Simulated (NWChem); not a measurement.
CH₃BrSn, singlet; SMILES [CH3][Sn][Br]

Low-valent species are run as closed-shell singlets; no triplet was tried in these runs. This build's default masses of Se (78.918 u) and Br (79.917 u) are each other's, which moves their modes by up to 0.6 %. def2 effective core potentials on Sn; no spin-orbit coupling.

Task: Give the equilibrium geometry at PBE0/def2-SVP with def2 effective core potentials on Sn (NWChem) as a Z-matrix, with the point group.

Result: point group C1; any orientation.
```
C
H 1 1.1009
H 1 1.1022 2 109.42
H 1 1.1026 2 109.24 3 -117.22
Sn 1 2.1959 2 111.80 4 -121.15
Br 5 2.5538 1 94.16 2 -178.21
```
